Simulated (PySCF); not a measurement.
## Rh: excitation energy

Rh [Kr] 4d8 5s1 (4F) → Rh [Kr] 4d8 5p1 (high-spin determinant), as a difference of total energies. Calculation: PySCF 2.14, in ANO-RCC-VTZP (7s6p4d2f1g, 68 functions); scalar relativity by spin-free X2C-1e. Correlated levels: valence: [Kr] frozen. The calculations carry no spin-orbit coupling.

| method | excitation energy (cm⁻¹) |
| --- | --- |
| UHF | 28907 |
| MP2 (valence) | 31680 |
| SCS-MP2 (valence) | 31151 |
| CCSD (valence) | 31004 |
| CCSD(T) (valence) | 30894 |

A first-order spin-orbit estimate (lowest level to lowest level, LS coupling) adds 0.055 eV.

The basis was made for the ground configuration and has no added diffuse functions, so the excitation energy can come out too high.

The determinant of the upper state mixes LS terms, which raises its energy above the lowest term, most at the Hartree-Fock and MP2 levels.
